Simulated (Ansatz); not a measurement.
The cluster Li₁₄⁺. The state is a doublet with charge 1. Geometry PBE/def2-SVP, basis def2-TZVP, Ansatz.

```xyz
14

Li    2.364    1.615   -1.589
Li   -2.126   -2.494    1.908
Li   -0.358    2.110   -3.101
Li    0.232   -3.817    0.245
Li    0.014   -1.206    0.678
Li    0.854   -2.179    2.985
Li    0.469    3.814   -0.459
Li   -2.273   -0.627   -0.926
Li   -2.501    2.709   -0.837
Li   -1.574    0.797    1.839
Li   -0.163    1.226   -0.619
Li    0.732   -1.104   -2.075
Li    1.676    1.008    1.524
Li    2.652   -1.851    0.425
```

| run | HOMO (eV) | LUMO (eV) |
| --- | --- | --- |
| A | -6.05 | -4.77 |
| B | -5.74 | -5.08 |
| C | -5.60 | -5.03 |
| D | -5.64 | -5.26 |
| E | -7.21 | -3.52 |

HSE06 is defined as in plane-wave codes, on full-range PBE exchange. Another isomer (doublet) lies 0.06 eV lower at PBE0/def2-TZVP; other spin states weren't run for this one.

HOMO and LUMO are taken over both spins.

Task: The runs used HSE06, PBE, PBE0, r2SCAN, ωB97X-V. Estimate which is which.

Result: A PBE0 (25 % exact exchange); B HSE06 (range-separated); C r2SCAN (0 % exact exchange); D PBE (0 % exact exchange); E ωB97X-V (range-separated). Exact exchange lowers occupied and raises empty levels; among semilocal functionals meta-GGAs tend to open the gap a little, and such runs are hard to tell apart. The gap grows from 0.38 eV (PBE) to 3.70 eV (ωB97X-V).
